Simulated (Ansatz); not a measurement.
`[SiH3][SiH]1[CH2][AlH]1` + HBr → `[SiH3]Br` + `[CH2]1[AlH][SiH2]1` at 400 K and 1 bar (cleavage of the Si–Si bond).

Gas-phase electronic energies from Ansatz, PBE0-D4/def2-TZVP geometries. CCSD(T)/CBS is the MP2 limit (def2-TZVPP, def2-QZVPP) plus CCSD(T) − MP2 in def2-TZVPP, frozen cores. For Br outer-core shells are correlated without core-valence functions, which leaves a few kJ/mol of doubt a bond. Scalar relativity is left out up to krypton.

```tsv
species	CCSD(T)/CBS energy (Eh)	H − E (kJ/mol)	S (J/(mol·K))
`[SiH3][SiH]1[CH2][AlH]1`	-862.37337	208.3	404.2
HBr	-2573.91920	27.6	207.2
`[SiH3]Br`	-2864.23411	85.1	279.6
`[CH2]1[AlH][SiH2]1`	-572.08710	151.2	330.2
```

H − E and S are ideal-gas, rigid-rotor, harmonic terms from PBE0-D4/def2-TZVP, for one conformer and one mirror image of each species. 1 Eh = 2625.50 kJ/mol, R = 8.31446 J/(mol·K).

Task: By hand: ΔE, ΔH, ΔS and ΔG.

Result: ΔE = (-2864.23411) + (-572.08710) − (-862.37337) − (-2573.91920) = -0.02864 Eh = -75.2 kJ/mol. Δ(H − E) = 85.1 + 151.2 − 208.3 − 27.6 = 0.4, so ΔH = -74.8 kJ/mol. ΔS = 279.6 + 330.2 − 404.2 − 207.2 = -1.6 J/(mol·K). ΔG = -74.8 − 400 × (-1.6)/1000 = -74.2 kJ/mol.

Task: By hand: the equilibrium constant, and the temperature at which ΔG would vanish if ΔH and ΔS stayed fixed.

Result: log₁₀ K = −ΔG/(RT ln 10) = 9.7. ΔG = 0 at ΔH/ΔS = 46750 K, far beyond where these terms or the molecules hold.

The number of gas molecules stays the same, so ΔS is small and ΔH decides. A doubt of 5 kJ/mol in ΔE shifts log₁₀ K by 0.7 here. Other conformers and mirror images would add mixing entropy, several J/(mol·K) or more a flexible species. Modes under 60 cm⁻¹, often nearly free rotors, make the harmonic entropy too high. These are equilibria of isolated gas molecules and say nothing of rates. Largest T1 diagnostic: 0.014 (customary marks: 0.02 for closed shells, 0.045 for open ones).
